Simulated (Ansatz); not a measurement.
Geometry optimisation, Ansatz, RKS PBE0/def2-SVP.

Input file:

```yaml
crystal:
  periodic: [false, false, false]
  atoms:
    - { symbol: B, position_ang: [-0.819768, 0.542908, 0.140717] }
    - { symbol: Br, position_ang: [2.35346, 1.154128, -0.727206] }
    - { symbol: C, position_ang: [-0.682822, -0.842585, 0.171717] }
    - { symbol: H, position_ang: [1.436632, 0.162751, -0.112565] }
    - { symbol: F, position_ang: [-0.982189, 1.809359, 0.155664] }
    - { symbol: H, position_ang: [-0.509029, -1.427645, -0.734924] }
    - { symbol: H, position_ang: [-0.796383, -1.398916, 1.106597] }
basis:
  gaussian: { orbitals: def2-SVP }
hamiltonian:
  xc: pbe0
relax:
  f_tol: 0.03
  max_steps: 50
output:
  orbitals: {}
```

Launched with:

```bash
$ ansatz run input.yaml --threads 2 --pin off --max-ram 3072MiB --backend cpu --events-out ev --progress --plain --runs-dir out
```

**Question.** Where does it end, and by what steps?

**Answer.** The forces met the threshold. After 11 steps the energy has fallen by 0.085 eV; Br2 moved furthest, 0.69 Å.

```tsv
step	energy less start (eV)	largest force component (eV/Å)	accepted
0	0.0000	0.482	yes
1	0.0555	0.736	no
2	-0.0115	0.268	yes
3	-0.0332	0.192	yes
4	-0.0508	0.338	yes
5	-0.0715	0.435	yes
6	-0.0818	0.165	yes
7	-0.0758	0.427	no
8	-0.0835	0.078	yes
9	-0.0845	0.071	yes
10	-0.0835	0.071	no
11	-0.0850	0.024	yes
```

```xyz
7
Properties=species:S:1:pos:R:3
B -1.106 0.605 0.179
Br 2.674 0.580 -0.512
C -0.532 -0.662 0.122
H 1.309 0.119 -0.243
F -1.567 1.793 0.221
H -0.557 -1.252 -0.799
H -0.222 -1.183 1.032
```

The run took 44 s on 2 threads of Arm Neoverse N1 (shared host), peak memory 0.19 GiB.
